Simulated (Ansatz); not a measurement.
Two isomers of Cl2FH3OSi2: A = `O[Si@H](Cl)[Si@H](F)Cl`, B = `F[Si](Cl)(Cl)O[SiH3]`.

Calculated with Ansatz (gas phase, PBE0-D4/def2-TZVP geometries, no zero-point term in ΔE). CCSD(T)/CBS is the MP2 limit (def2-TZVPP, def2-QZVPP) plus CCSD(T) − MP2 in def2-TZVPP, frozen cores. DFT in def2-TZVPP. B3LYP here is the variant with VWN-RPA as its local correlation; programs differ in this. One conformer a species, not always the lowest.

Which is lower in electronic energy at CCSD(T)/CBS, and by how much? (Best estimate.)

Ansatz gave: B, by 32.9 kcal/mol.

Give E(B) − E(A) in kcal/mol with ωB97M-V, CCSD(T)/def2-TZVPP, CCSD/def2-TZVPP, MP2/def2-TZVPP, B3LYP-D4, CCSD(T)/def2-SVP, LDA (SPW92). (Best estimate.)

Computed: ωB97M-V -33.2, CCSD(T)/def2-TZVPP -33.7, CCSD/def2-TZVPP -34.6, MP2/def2-TZVPP -34.9, B3LYP-D4 -31.8, CCSD(T)/def2-SVP -33.8, LDA (SPW92) -27.2. None reverses the order clearly.

Does the order hold for the free energy at 298.15 K (harmonic terms from PBE0-D4)? (An estimate is asked.)

The calculation gave: Yes: G(B) − G(A) = -35.1 kcal/mol, for one conformer each. Modes under 60 cm⁻¹, often nearly free rotors, make the harmonic entropy too high.

Largest T1 diagnostic: 0.011.

In def2-TZVPP, CCSD(T) changes the Hartree–Fock value by +5.5 kcal/mol (the triples alone add +0.9 kcal/mol) and MP2 by +4.3 kcal/mol. From PBE to PBE0 (25 % exact exchange), in def2-TZVPP and without D4, E(B) − E(A) moves by −3.2 kcal/mol.
